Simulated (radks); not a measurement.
The numbers below are computed, except where a source is named.
Numerical settings for the lithium ion Li2+, 1s1. Code: a radial shooting solver on a logarithmic mesh with Libxc functionals. Model: Dirac Kohn-Sham, BLYP, spin-unpolarised, spherical densities, finite nucleus; Fermi nuclear charge, rms radius 2.444 fm. The defaults (mesh step 0.008 in ln r, mesh end at 40 bohr or more with all orbitals vanishing there, Anderson mixing 0.5 over 9 steps, residual threshold near 1e-9 with the energy settled to 1e-9 hartree or 1e-11 of itself, here a cap of 99 iterations) give E = -4.3548 hartree and 1s1/2 at -99.292 eV in 15 iterations. Run on one thread of a shared host, so times are rough (Intel(R) Xeon(R) Platinum 8488C): 0.02 s of CPU time, 0.02 s wall, 15 iterations on 2189 mesh points. Changes against that run (0 stands for a change within the tolerance of the run):

| setting | iterations | converged | E (mhartree) | e(1s1/2) (meV) | CPU (s) |
|---|---|---|---|---|---|
| mesh step in ln r 0.12 | 99 | no | -1.4e+04 | - | 0.05 |
| mesh step in ln r 0.012 | 14 | yes | 0 | 0 | 0.02 |
| mesh step in ln r 0.2 | 99 | no | -1.37e+04 | - | 0.04 |
| mesh end (bohr) 12 | 15 | yes | 0 | 0 | 0.02 |
| mesh end (bohr) 20 | 15 | yes | 0 | 0 | 0.02 |
| residual threshold 0.01 | 7 | yes | 0 | -0.00897 | 0.01 |
| residual threshold 1e-13 | 99 | no | 0 | 0 | 0.13 |
| mixing 2.5 | 17 | yes | 0 | 0 | 0.03 |
| linear mixing, mixing 0.5 | 99 | no | -1.46e+04 | - | 0.32 |
| linear mixing, mixing 1 | 17 | no | diverged | - | 0.03 |
| mixing history 3 | 34 | yes | 0 | 0 | 0.04 |
| iteration cap 8 | 8 | no | 0 | -0.0106 | 0.01 |

No run marked as converged misses the energy by more than 1 mhartree. A mesh that ends early acts as a hard wall.
